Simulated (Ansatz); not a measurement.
Ansatz results at the PBE0-D4/def2-TZVP geometry: size of the dipole moment (B3LYP/def2-TZVPP) 0.13 D; LUMO energy (B3LYP/def2-TZVPP) -0.69 eV; HOMO–LUMO gap (PBE0/def2-TZVPP) 7.21 eV.

Each molecule was computed in one conformer, which needn't be the lowest.

Problem. Which molecule gave them?
A. `[GeH3][SiH2][GeH2][SiH2][GeH3]`
B. `[SiH3][SiH2][SiH2][GeH2][SiH2][GeH3]`
C. `[GeH3][GeH2][GeH2][GeH3]`
D. `[SiH]12[SiH]3[SiH]4[SiH]1[SiH]1[SiH]2[SiH]3[SiH]41`

Solution. B. The others give `[GeH3][GeH2][GeH2][GeH3]`: 0.12, -0.39, 7.58; `[SiH]12[SiH]3[SiH]4[SiH]1[SiH]1[SiH]2[SiH]3[SiH]41`: 0.00, -2.15, 4.14; `[GeH3][SiH2][GeH2][SiH2][GeH3]`: 0.18, -0.44, 7.55.

B3LYP here is the variant with VWN-RPA as its local correlation; programs differ in this.
